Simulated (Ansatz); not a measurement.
Stepwise reaction of `[O]=[Ta]([Cl])([Cl])[Cl]` with water, as a gas-phase model of exchange steps in deposition or etching. ΔE in kJ/mol; ΔG adds harmonic PBE0-D4 terms to CCSD(T)/CBS, at 1 bar.

Calculated with Ansatz (gas phase, PBE0-D4/def2-TZVP geometries, no zero-point term in ΔE). CCSD(T)/CBS adds triple-zeta CCSD(T) − MP2 to the extrapolated MP2 energy (def2 sets, frozen cores). This one scheme is used for every species. Functionals use def2-TZVPP. B3LYP here is the variant with VWN-RPA as its local correlation; programs differ in this. def2 core potentials past Kr. For Ta outer-core shells are correlated without core-valence functions, which leaves a few kJ/mol of doubt a bond. Each species was taken in one conformer, which may not be the lowest.

```json
{"step": "2", "reaction": "`[O]=[Ta]([OH])([Cl])[Cl]` + H₂O → `[O]=[Ta]([OH])([OH])[Cl]` + HCl", "PBE-D4": "32.0", "B3LYP-D4": "28.9", "ωB97M-V": "28.3", "CCSD(T)/CBS": "34.5", "ΔG(600 K)": "25.5"}
{"step": "3", "reaction": "`[O]=[Ta]([OH])([OH])[Cl]` + H₂O → `[O]=[Ta]([OH])([OH])[OH]` + HCl", "PBE-D4": "40.6", "B3LYP-D4": "37.4", "ωB97M-V": "37.6", "CCSD(T)/CBS": "42.5", "ΔG(600 K)": "32.2"}
```

(1) Give the row of step 1, `[O]=[Ta]([Cl])([Cl])[Cl]` + H₂O → `[O]=[Ta]([OH])([Cl])[Cl]` + HCl. (Best estimate.)

(2) By hand: ΔE of the 3 steps together at CCSD(T)/CBS.

Results:

(1) Ansatz gave: 
| step | reaction | PBE-D4 | B3LYP-D4 | ωB97M-V | CCSD(T)/CBS | ΔG(600 K) |
| --- | --- | --- | --- | --- | --- | --- |
| 1 | `[O]=[Ta]([Cl])([Cl])[Cl]` + H₂O → `[O]=[Ta]([OH])([Cl])[Cl]` + HCl | 24.2 | 21.6 | 19.9 | 27.3 | 15.3 |

(2) (27.3) + (34.5) + (42.5) = 104.3 kJ/mol, or 34.8 kJ/mol a step.

In ΔE each step is higher than the one before. All are uphill at CCSD(T)/CBS. ΔG lies between 15.3 and 32.2 kJ/mol a step. PBE-D4 differs from CCSD(T)/CBS by -3.1 to -1.9 kJ/mol a step. Isolated molecules leave out the surface, adducts and barriers. Largest T1 diagnostic: 0.020.
